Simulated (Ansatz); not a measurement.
A run of Ansatz (development build ahead of 0.2.0) on singlet ScF3 at this shape:

```tsv
atom	x (Å)	y (Å)	z (Å)
Sc	-0.0411	0.0284	0.0023
F	1.7847	0.0285	-0.0169
F	-0.9022	1.6266	-0.0077
F	-0.9060	-1.5912	-0.0480
```

Its results:

* Converged: yes
* Reference energy: -1058.40867 hartree
* Correlation energy: -0.88074 hartree
* Total energy: -1059.28941 hartree
* Spin squared of the determinant: 0.000

Task: Which input gives this output? Name the method, the orbitals and the basis set, and write the input.

Result: RHF-MP2 in aug-cc-pVDZ. An unrestricted run that stays on the closed shell gives the same numbers.

```yaml
crystal:
  periodic: [false, false, false]
  atoms:
    - { symbol: Sc, position_ang: [-0.0411, 0.02838, 0.00234] }
    - { symbol: F, position_ang: [1.78468, 0.02846, -0.01694] }
    - { symbol: F, position_ang: [-0.90216, 1.62661, -0.0077] }
    - { symbol: F, position_ang: [-0.90604, -1.5912, -0.04797] }
basis:
  gaussian: { orbitals: aug-cc-pVDZ }
hamiltonian:
  xc: hf
correlation:
  method: mp2
  frozen_orbitals: { F: 1, Sc: 5 }
```
